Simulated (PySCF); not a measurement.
AlGeH5O3, SMILES [OH][Al]([OH])[O][GeH3]. Atoms are numbered in the order given.

```xyz
10

Ge     1.7212    -0.1010     0.2627
O      0.0136    -0.5084     0.1360
Al    -1.5363     0.0730    -0.2303
O     -1.8346     1.6706    -0.7150
O     -2.8878    -0.9452    -0.1233
H      1.9097     1.3847    -0.1096
H      2.1731    -0.3420     1.7113
H      2.5080    -0.9917    -0.7112
H     -1.1826     2.3640    -0.8225
H     -2.8430    -1.8664     0.1382
```
Charge 0, spin multiplicity 1.

Geometry optimised at ωB97X-D3(BJ)/def2-SVP. The structure was generated by enumeration; whether it is a known compound was not checked. Other conformers were not sampled.

All values below come from ωB97X/def2-TZVP run with PySCF.

ESP charges are fitted to the potential on shells at 1.4 to 2.0 van der Waals radii. Atomic charges (e):

| atom | ESP fit | IAO | Löwdin |
|---|---|---|---|
| Ge1 | 0.43 | 0.79 | 0.36 |
| O2 | ___ | -0.90 | -0.10 |
| Al3 | ___ | 1.41 | -0.17 |
| O4 | -0.81 | -0.84 | -0.12 |
| O5 | -0.80 | -0.84 | -0.12 |
| H6 | ___ | -0.13 | -0.07 |
| H7 | ___ | -0.11 | -0.07 |
| H8 | ___ | -0.11 | -0.07 |
| H9 | 0.41 | 0.37 | 0.18 |
| H10 | 0.40 | 0.37 | 0.18 |

Problem. Some entries are withheld; supply them. (The exact figures need the calculation; the answer reports its results.)

Solution. 
- O2, ESP fit: -0.70
- Al3, ESP fit: 1.27
- H6, ESP fit: -0.10
- H7, ESP fit: -0.05
- H8, ESP fit: -0.05
